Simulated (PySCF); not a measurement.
Spinor energies of Pt⁺ (platinum, charge +1)

Start: [Xe] 4f14 5d9; 5d3/2 filled at m_j = -3/2, -1/2, +1/2, +3/2; 5d5/2 filled at m_j = -3/2, -1/2, +1/2, +3/2, +5/2. Calculated with PySCF 2.14 in x2c-SVPall-2c with one added diffuse shell each of s, d type (8s9p10d2f, 99 functions): generalised Hartree-Fock with the X2C-1e Hamiltonian and a Gaussian nucleus; one run each with spin-orbit coupling (SO) switched off, then screened by Boettger's factors.

| spinor shell | electrons | ε, spin-free (eV) | ε, screened SO (eV) | weight of nominal j (screened SO) | rms radius, screened SO (bohr) |
| --- | --- | --- | --- | --- | --- |
| 1s1/2 | 2 | -78834.6 | -78806.3 | 1.000 | 0.0194 |
| 2s1/2 | 2 | -14005.9 | -13997.3 | 1.000 | 0.0782 |
| 2p1/2 | 2 | -12150.2 | -13393.8 | 1.000 | 0.0663 |
| 2p3/2 | 4 | -12150.2 | -11658.9 | 1.000 | 0.0741 |
| 3s1/2 | 2 | -3363.5 | -3360.8 | 1.000 | 0.200 |
| 3p1/2 | 2 | -2814.3 | -3090.7 | 1.000 | 0.191 |
| 3p3/2 | 4 | -2814.3 | -2703.2 | 1.000 | 0.207 |
| 3d3/2 | 4 | -2209.3 | -2257.1 | 1.000 | 0.183 |
| 3d5/2 | 6 | -2209.3 | -2175.1 | 1.000 | 0.186 |
| 4s1/2 | 2 | -765.02 | -764.43 | 1.000 | 0.441 |
| 4p1/2 | 2 | -581.79 | -648.50 | 1.000 | 0.447 |
| 4d3/2 | 4 | -354.32 | -364.62 | 1.000 | 0.497 |
| 4d5/2 | 6 | -354.32 | -347.03 | 1.000 | 0.507 |
| 5s1/2 | 2 | -128.34 | -128.49 | 1.000 | 1.03 |
| 4f5/2 | 6 | -99.474 | -101.37 | 0.999 | 0.564 |
| 4f7/2 | 8 | -99.474 | -97.872 | 0.999 | 0.566 |
| 5p1/2 | 2 | -78.021 | -89.358 | 0.999 | 1.16 |
| 5p3/2 | 4 | -78.021 | -73.559 | 0.999 | 1.20 |
| 5d3/2 | 4 | -19.762 | -21.097 | 0.968 | 1.72 |
| 5d5/2 | 5 | -19.762 | -19.135 | 0.945 | 1.84 |

Where does 4p3/2 lie, and what is the 4p spin-orbit splitting (screened SO)?

At -555.11 eV, 93.387 eV above 4p1/2.

```csv
quantity,spin-free,screened SO
E (hartree),-18398.44118,-18425.19444
M_J,5/2,5/2
⟨J²⟩,9.345,10.492
⟨L²⟩,6.458,7.022
⟨S²⟩,0.887,1.197
```

The determinant has a definite M_J but mixes levels of different J.

Each row is a mean over spinors that exchange with the open shell spreads, by up to 4.227 eV (5p3/2).

Breit and QED terms are absent; they matter most for the inner s and p1/2 levels.

Densities and radii are taken from the X2C orbitals without a picture-change correction, which distorts them close to the nucleus.

Without spin-orbit coupling the j labels of p, d and f shells carry no meaning; the spin-free column gives the mean over the occupied spinors of each nl shell, and its ⟨J²⟩ belongs to a mixture of degenerate components.
